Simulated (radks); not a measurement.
Results of a calculation; reference values are marked as such.
Problem. Mean orbital radii <r> (bohr) of neutral strontium, [Kr] 5s2, of relativity; Dirac values are averaged over j with weights 2j + 1. Spin-unpolarised spherical Kohn-Sham, PBEsol, point nucleus unless stated (finite: rms radius 4.224 fm), a radial shooting solver on a logarithmic mesh with Libxc functionals. A level marked "c x" has the speed of light scaled by that factor.

| shell | non-rel. |
|---|---|
| 1s | 0.04020 |
| 2s | 0.1771 |
| 2p | 0.1523 |
| 3s | 0.5038 |
| 3p | 0.5036 |
| 3d | 0.4969 |
| 4s | 1.384 |
| 4p | 1.574 |
| 5s | 4.381 |
| 4d (empty) | 3.317 |
| 5p (empty) | 5.830 |

Give the values at the level "Dirac, finite nucleus".

Solution. 
shell       Dirac, finite nucleus  change of magnitude (%)
1s                        0.03918                    -2.55
2s                         0.1723                    -2.72
2p                         0.1503                    -1.31
3s                         0.4923                    -2.29
3p                         0.4986                    -1.00
3d                         0.4985                    +0.32
4s                          1.357                    -1.94
4p                          1.568                    -0.42
5s                          4.316                    -1.49
4d (empty)                  3.509                    +5.77
5p (empty)                  5.861                    +0.54
